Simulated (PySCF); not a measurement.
C₈H₇F.
Z-matrix (Å and degrees, PBE0-D3(BJ)/def2-SVP geometry), rows numbered from 1:
```
C 
C   1  1.3384
C   2  1.4675  1  127.54
C   3  1.4032  2  119.21  1  -179.98
C   4  1.3917  3  121.70  2   179.94
C   5  1.3881  4  118.71  3    -0.01
F   6  1.3313  5  119.55  4  -179.88
C   6  1.3917  5  121.36  4     0.04
C   8  1.3881  6  119.14  5    -0.03
H   1  1.0920  2  120.90  3   179.95
H   1  1.0934  2  122.54  3    -0.04
H   2  1.0960  1  117.99  3  -179.97
H   4  1.0932  3  119.11  2    -0.02
H   5  1.0914  4  121.78  3  -179.96
H   8  1.0915  6  119.21  5   179.98
H   9  1.0918  3  119.89  2     0.06
```

All values: PBE0/pcSseg-1 (PySCF, non-relativistic), on one gas-phase PBE0-D3(BJ)/def2-SVP geometry that isn't relaxed in the solvent. The solvent is an IEF-PCM continuum (cavity from Bondi-type radii × 1.2). Specific hydrogen bonds and non-electrostatic terms are outside this model.

```json
{"run": "gas", "E − E(gas) (kJ/mol)": "0.00", "HOMO (eV)": "-6.61", "HOMO–LUMO gap (eV)": "5.45", "dipole (D)": "1.22"}
{"run": "P", "E − E(gas) (kJ/mol)": "-6.43", "HOMO (eV)": "-6.59", "HOMO–LUMO gap (eV)": "5.46", "dipole (D)": "1.35"}
{"run": "Q", "E − E(gas) (kJ/mol)": "-11.99", "HOMO (eV)": "-6.59", "HOMO–LUMO gap (eV)": "5.47", "dipole (D)": "1.46"}
{"run": "R", "E − E(gas) (kJ/mol)": "-17.18", "HOMO (eV)": "-6.61", "HOMO–LUMO gap (eV)": "5.47", "dipole (D)": "1.55"}
```

Question: The runs were made in chloroform, cyclohexane and dimethylsulfoxide. Which run belongs to which solvent?

Answer: P = cyclohexane, Q = chloroform, R = dimethylsulfoxide. The dielectric constants are 2.017 (cyclohexane), 4.711 (chloroform), 46.83 (dimethylsulfoxide), and the energy falls further as ε rises. In this model the ground state sees the solvent through ε alone.

Question: How constant is the ratio of the lowering to (ε − 1)/(2ε + 1)?

Answer: 
```
          solvent  (ε − 1)/(2ε + 1)  E − E(gas) (kJ/mol)  ratio (kJ/mol)  polarisation term (kJ/mol)
      cyclohexane             0.202                -6.43           -31.9                       -6.71
       chloroform             0.356               -11.99           -33.7                      -12.94
dimethylsulfoxide             0.484               -17.18           -35.5                      -19.17
```

The ratio changes by +11.4 % in size from cyclohexane to dimethylsulfoxide. The polarisation term is half the interaction of the solute with the induced surface charges.
